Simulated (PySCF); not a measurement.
HNaO, singlet, at a GFN2-xTB geometry (such geometries of metal compounds can be far from the true shape); PySCF with SVWN5/cc-pVDZ, polarisability.

The PySCF input:
```python
from pyscf import gto, scf, dft
from pyscf.prop import polarizability

mol = gto.Mole()
mol.atom = '''
    Na   -0.59157955   -0.37011178   -0.50028657
    O     0.66963433    0.37237856    0.56679067
    H     1.15030049    1.09220114    0.96882694
'''
mol.basis = 'cc-pvdz'
mol.verbose = 4
mol.build()

mf = dft.RKS(mol)
mf.xc = 'lda,vwn'
mf.kernel()
alpha = mf.Polarizability().polarizability()[2, 2]
print('alpha_zz =', alpha)
```

Output, abridged:

```
site-packages/pyscf/prop/efg/rhf.py:45: UserWarning: Module EFG is under testing
  warnings.warn('Module EFG is under testing')
site-packages/pyscf/prop/efg/dhf.py:30: UserWarning: Module EFG is under testing
  warnings.warn('Module EFG is under testing')
site-packages/pyscf/prop/zfs/uhf.py:40: UserWarning: Module ZFS is under testing
  warnings.warn('Module ZFS is under testing')
site-packages/pyscf/prop/gtensor/uhf.py:43: UserWarning: Module g-tensor is under testing
  warnings.warn('Module g-tensor is under testing')
site-packages/pyscf/prop/gtensor/uks.py:41: UserWarning: Module g-tensor is under testing
  warnings.warn('Module g-tensor is under testing')
site-packages/pyscf/prop/hfc/uks.py:35: UserWarning: Module HFC is under testing
  warnings.warn('Module HFC is under testing')
site-packages/pyscf/prop/magnetizability/rhf.py:39: UserWarning: Module magnetizability is under testing
  warnings.warn('Module magnetizability is under testing')
site-packages/pyscf/prop/magnetizability/uhf.py:37: UserWarning: Module magnetizability is under testing
  warnings.warn('Module magnetizability is under testing')
site-packages/pyscf/prop/magnetizability/rks.py:37: UserWarning: Module magnetizability is under testing
  warnings.warn('Module magnetizability is under testing')
site-packages/pyscf/prop/magnetizability/uks.py:39: UserWarning: Module magnetizability is under testing
  warnings.warn('Module magnetizability is under testing')
site-packages/pyscf/prop/polarizability/uhf.py:34: UserWarning: Module polarizability is under testing
  warnings.warn('Module polarizability is under testing')
site-packages/pyscf/prop/polarizability/rks.py:29: UserWarning: Module polarizability is under testing
  warnings.warn('Module polarizability is under testing')
site-packages/pyscf/prop/polarizability/uks.py:29: UserWarning: Module polarizability is under testing
  warnings.warn('Module polarizability is under testing')
PySCF version 2.14.0

[INPUT] verbose = 4
[INPUT] num. atoms = 3
[INPUT] num. electrons = 20
[INPUT] charge = 0
[INPUT] spin (= nelec alpha-beta = 2S) = 0
[INPUT] symmetry False subgroup None
[INPUT] Mole.unit = angstrom
[INPUT] Symbol           X                Y                Z      unit          X                Y                Z       unit  Magmom
[INPUT]  1 Na    -0.591579550000  -0.370111780000  -0.500286570000 AA   -1.117923330393  -0.699409899675  -0.945404601098 Bohr   0.0
[INPUT]  2 O      0.669634330000   0.372378560000   0.566790670000 AA    1.265425487307   0.703693493060   1.071079136259 Bohr   0.0
[INPUT]  3 H      1.150300490000   1.092201140000   0.968826940000 AA    2.173752887053   2.063961027538   1.830817578700 Bohr   0.0

nuclear repulsion = 32.2960115183455
number of shells = 13
number of NR pGTOs = 74
number of NR cGTOs = 37
basis = cc-pvdz
ecp = {}

******** <class 'pyscf.dft.rks.RKS'> ********
method = RKS
initial guess = minao
damping factor = 0
level_shift factor = 0
DIIS = <class 'pyscf.scf.diis.CDIIS'>
diis_start_cycle = 1
diis_space = 8
diis_damp = 0
SCF conv_tol = 1e-09
SCF conv_tol_grad = None
SCF max_cycles = 50
direct_scf = True
direct_scf_tol = 1e-13
XC library pyscf.dft.libxc version 7.1.2
    S. Lehtola, C. Steigemann, M. J. T. Oliveira, and M. A. L. Marques,  SoftwareX 7, 1–5 (2018)
XC functionals = lda,vwn
    P. A. M. Dirac,  Math. Proc. Cambridge Philos. Soc. 26, 376 (1930)
    F. Bloch,  Z. Phys. 57, 545 (1929)
    S. H. Vosko, L. Wilk, and M. Nusair,  Can. J. Phys. 58, 1200 (1980)
radial grids:
    Treutler-Ahlrichs [JCP 102, 346 (1995); DOI:10.1063/1.469408] (M4) radial grids

becke partition: Becke, JCP 88, 2547 (1988); DOI:10.1063/1.454033
pruning grids: <function nwchem_prune>
grids dens level: 3
symmetrized grids: False
atomic radii adjust function: <function treutler_atomic_radii_adjust>
small_rho_cutoff = 0
Set gradient conv threshold to 3.16228e-05
Initial guess from minao.
tot grids = 41992
init E= -236.670302252994
  HOMO = -0.419294444766639  LUMO = -0.0918547444485651  gap/eV = 8.91009
cycle= 1 E= -236.483937504442  delta_E= 0.186  |g|= 1.08  |ddm|= 1.29
  HOMO = 0.0166386185729819  LUMO = 0.0184150803460813  gap/eV = 0.04834
cycle= 2 E= -231.213926848189  delta_E= 5.27  |g|= 3.05  |ddm|=  3.7
  HOMO = -0.343673809932978  LUMO = -0.0686392675555156  gap/eV = 7.48407
cycle= 3 E= -236.665674252156  delta_E= -5.45  |g|= 0.465  |ddm|= 3.55
  HOMO = -0.126733496339117  LUMO = -0.0506907843798299  gap/eV = 2.06923
cycle= 4 E= -236.724053986512  delta_E= -0.0584  |g|= 0.126  |ddm|= 0.588
  HOMO = -0.13157886665989  LUMO = -0.0551298885089859  gap/eV = 2.08028
cycle= 5 E= -236.727378940815  delta_E= -0.00332  |g|= 0.0319  |ddm|= 0.107
  HOMO = -0.137656132214737  LUMO = -0.0590084108331208  gap/eV = 2.14011
cycle= 6 E= -236.727591961787  delta_E= -0.000213  |g|= 0.0066  |ddm|= 0.0238
  HOMO = -0.138787738565025  LUMO = -0.0595414416574216  gap/eV = 2.15640
cycle= 7 E= -236.727600234465  delta_E= -8.27e-06  |g|= 0.00136  |ddm|= 0.00328
  HOMO = -0.139010172471441  LUMO = -0.0595472708530189  gap/eV = 2.16230
cycle= 8 E= -236.727600657467  delta_E= -4.23e-07  |g|= 6.85e-05  |ddm|= 0.00118
  HOMO = -0.138993629409823  LUMO = -0.0595324436782843  gap/eV = 2.16225
cycle= 9 E= -236.727600658708  delta_E= -1.24e-09  |g|= 1.97e-05  |ddm|= 7.26e-05
  HOMO = -0.138988147574407  LUMO = -0.0595291390657695  gap/eV = 2.16219
cycle= 10 E= -236.727600658803  delta_E= -9.54e-11  |g|= 2.43e-06  |ddm|= 2.16e-05
  HOMO = -0.138989513406075  LUMO = -0.0595290638887089  gap/eV = 2.16223
Extra cycle  E= -236.727600658794  delta_E= 9.44e-12  |g|= 7.5e-06  |ddm|= 7.64e-06
converged SCF energy = -236.727600658794
Isotropic polarizability 25.2339962789
Polarizability anisotropy 8.34188467748
alpha_zz = 27.81619538267879
```
